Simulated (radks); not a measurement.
Neutral argon, 18 electrons, occupied as [Ar]. All-electron calculation, scalar-relativistic Kohn-Sham, PBE, spin-polarised, spherical densities, finite nucleus; Fermi nuclear charge, rms radius 3.4274 fm. Program: a radial shooting solver on a logarithmic mesh with Libxc functionals.

Normalised radial functions P(r) = r R(r), r in bohr:

```
   r/bohr * 2s, o 3s, + 3p (the largest magnitude, 1.62, reaches the edge; | marks zero, & curves that meet)
 0.009409                             + o   *
  0.01349                             + o     *
  0.01949                             +  o      *
  0.02793                             |+  o       *
  0.04036                             |+  o        *
  0.05784                             | + o       *
  0.08357                             | o+    *
   0.1198                            &|    +
   0.1731                *       o    |     +
   0.2481      *               o      |     +
   0.3584  *                    o     |   +
   0.5179        *                   +o
   0.7423                   * +       |        o
    1.072                +         *  |              o
    1.537                +            *            o
    2.221                    +        *      o
    3.183                         +   * o
      4.6                            +&
```

2s: eigenvalue -296.99 eV, 1 radial node at r = 0.117 bohr, <r> = 0.414 bohr, 90 % of the charge inside 0.646 bohr. 3s: eigenvalue -24.287 eV, 2 radial nodes at r = 0.113, 0.515 bohr, <r> = 1.41 bohr, 90 % of the charge inside 2.14 bohr. 3p: eigenvalue -10.270 eV, 1 radial node at r = 0.488 bohr, <r> = 1.66 bohr, 90 % of the charge inside 2.65 bohr.
